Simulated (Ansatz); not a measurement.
Start from `C[S][In]([F])[F]` and change one atom or group to get `[F][In]([F])[F]`.

Ansatz, PBE0-D4/def2-TZVP geometries, multiplicity 1. Each molecule was computed in one conformer, which needn't be the lowest.

Elements past krypton have def2 core potentials.

```csv
property,`C[S][In]([F])[F]`
size of the dipole moment (PBE/def2-TZVPP) / D,3.63
LUMO energy (B3LYP/def2-TZVPP) / eV,-2.78
HOMO–LUMO gap (PBE0/def2-TZVPP) / eV,5.41
HOMO energy (B3LYP/def2-TZVPP) / eV,-7.63
LUMO energy (PBE0/def2-TZVPP) / eV,-2.44
size of the dipole moment (ωB97M-V/def2-TZVPP) / D,3.58
```

Q: Give the same properties after the change, and the shifts. (Estimate.)

A: Ansatz gave: 
```tsv
property	`[F][In]([F])[F]`	shift
size of the dipole moment (PBE/def2-TZVPP) / D	0.00	-3.63
LUMO energy (B3LYP/def2-TZVPP) / eV	-3.83	-1.05
HOMO–LUMO gap (PBE0/def2-TZVPP) / eV	7.73	2.32
HOMO energy (B3LYP/def2-TZVPP) / eV	-10.87	-3.24
LUMO energy (PBE0/def2-TZVPP) / eV	-3.42	-0.98
size of the dipole moment (ωB97M-V/def2-TZVPP) / D	0.00	-3.58
```

With PBE0 the HOMO falls by 3.30 eV and the LUMO falls by 0.98 eV, so the gap widens by about 2.32 eV. PBE moves the HOMO by -2.57 eV and ωB97M-V by -3.61 eV. The zero-point energy changes by -97.8 kJ/mol with -12 modes.

B3LYP here is the variant with VWN-RPA as its local correlation; programs differ in this.
